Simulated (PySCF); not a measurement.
A series of related molecules.

All values: B3LYP/def2-SVPD (PySCF) at GFN2-xTB geometries, gas phase, one conformer each. Core orbitals are frozen in the response; Δα² is half the sum of the squared differences of the principal polarisabilities.

Problem. Rank by mean static polarisability, lowest first.
A. `FC(F)(C([SiH2]O)(F)F)F`
B. `O[SiH2]c1cccs1`
C. `NC(=O)[SiH2]O`

Solution. C (8.20 Å³), A (8.58 Å³), B (13.60 Å³).

Problem. Rank by HOMO–LUMO gap, highest first.
A. `NC(=O)[SiH2]O`
B. `O[SiH2]C(F)(F)C(F)(F)F`
C. `O[SiH2]CC(F)(F)F`
D. `O[SiH2]C1=CC=CS1`

Solution. C (8.61 eV), B (8.12 eV), A (6.50 eV), D (5.84 eV).

Problem. Rank by dipole moment, lowest first.
A. `[OH:1][SiH2:2][CH2:3][C:4]([F:5])([F:6])[F:7]` with H–O1–Si2–C3 -49°, O1–Si2–C3–C4 64°
B. `[NH2:1][C:2](=[O:3])[SiH2:4][OH:5]` with N1–C2–Si4–O5 180°, C2–Si4–O5–H 0°
C. `[OH:1][SiH2:2][c:3]1[cH:4][cH:5][cH:6][s:7]1` with H–O1–Si2–C3 45°, O1–Si2–C3–C4 165°
D. `[OH:1][SiH2:2][C:3]([F:4])([F:5])[C:6]([F:7])([F:8])[F:9]` with H–O1–Si2–C3 -45°, O1–Si2–C3–F4 -162°

Solution. A (1.29 D), C (1.64 D), D (2.21 D), B (3.62 D).

All values together:

| SMILES | formula | μ (D) | HOMO (eV) | LUMO (eV) | α (Å³) | Δα (Å³) | electrons | α per electron (Å³) |
| --- | --- | --- | --- | --- | --- | --- | --- | --- |
| O[SiH2]c1cccs1 | C4H6OSSi | 1.64 | -6.83 | -0.99 | 13.60 | 6.43 | 68 | 0.200 |
| NC(=O)[SiH2]O | CH5NO2Si | 3.62 | -7.15 | -0.65 | 8.20 | 2.69 | 48 | 0.171 |
| O[SiH2]C(F)(F)C(F)(F)F | C2H3F5OSi | 2.21 | -8.92 | -0.80 | 8.58 | 0.96 | 82 | 0.105 |
| O[SiH2]CC(F)(F)F | C2H5F3OSi | 1.29 | -8.79 | -0.19 | 8.37 | 1.37 | 66 | 0.127 |

Conformers: `[OH:1][SiH2:2][c:3]1[cH:4][cH:5][cH:6][s:7]1` with H–O1–Si2–C3 45°, O1–Si2–C3–C4 165°; `[NH2:1][C:2](=[O:3])[SiH2:4][OH:5]` with N1–C2–Si4–O5 180°, C2–Si4–O5–H 0°; `[OH:1][SiH2:2][C:3]([F:4])([F:5])[C:6]([F:7])([F:8])[F:9]` with H–O1–Si2–C3 -45°, O1–Si2–C3–F4 -162°; `[OH:1][SiH2:2][CH2:3][C:4]([F:5])([F:6])[F:7]` with H–O1–Si2–C3 -49°, O1–Si2–C3–C4 64°.
